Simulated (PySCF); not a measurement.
These compounds are isomers of formula C5H5F3O.

A. `InChI=1S/C5H5F3O/c1-4(3-9)2-5(6,7)8/h2-3H,1H3/b4-2-`
B. SMILES FC(F)=C(F)[C@@H]1CCO1
C. `C(OC(=C)/C=C/F)(F)F`

Spectrum 1. $^{1}$H NMR (300 MHz, computed): δ 7.60 (m, 1H), 6.68 (m, 1H), 6.03 (m, 1H), 4.62 (m, 1H), 4.57 (m, 1H). $^{13}$C{$^{1}$H} NMR (computed): δ 165.4 (CH), 159.7 (C), 122.2 (CH), 115.0 (CH), 97.1 (CH2).

Spectrum 2. $^{1}$H NMR (300 MHz, computed): δ 5.38 (m, 1H), 4.82 (m, 1H), 4.75 (m, 1H), 3.20 (m, 1H), 2.64 (m, 1H). $^{13}$C{$^{1}$H} NMR (computed): δ 169.1 (C), 144.3 (C), 80.5 (CH), 69.7 (CH2), 31.7 (CH2).

Spectrum 3. $^{1}$H NMR (300 MHz, computed): δ 10.50 (s, 1H), 6.86 (m, 1H), 2.01 (s, 3H). $^{13}$C{$^{1}$H} NMR (computed): δ 195.4 (CH), 155.7 (C), 140.2 (CH), 131.6 (C), 19.8 (CH3).

[PySCF 2.14: shieldings: GIAO PBE0/pcSseg-1; coordinates at the GFN2-xTB level; equivalent nuclei averaged; no solvent model; non-relativistic; one conformer]

Scale: $^{1}$H and $^{13}$C against TMS (reference shieldings calculated alike). Splittings of carbon signals by F and P are missing where no couplings were computed. Where no couplings were computed, multiplicities follow the n + 1 count of equivalent neighbours, and m marks all less simple cases (inequivalent or close neighbours, rings, F or P nearby). Shifts are as computed. Against solution values, carbons near 30 ppm lie about +3 ppm off and those near 130 ppm about +5 ppm. Of 1211 compounds with measured shifts, 218 miss one by over three times the rms of a fit or turn the order of signals round; such compounds aren't used in these exercises.

Problem. Match each spectrum to its structure.

Solution. 1–C, 2–B, 3–A.

- Spectrum 1 (C): 5 $^{13}$C signals; δC 159.7 is an alkene carbon bearing oxygen; δC 122.2 is an sp3 CH bonded to 2 F and O.
- Spectrum 2 (B): 5 $^{13}$C signals; δC 144.3 is a fully substituted alkene carbon; δC 80.5 is an allylic sp3 CH bonded to O.
- Spectrum 3 (A): 5 $^{13}$C signals; δC 195.4 is an aldehyde carbonyl carbon; δC 155.7 is an α carbon of a C=C–C=O unit.
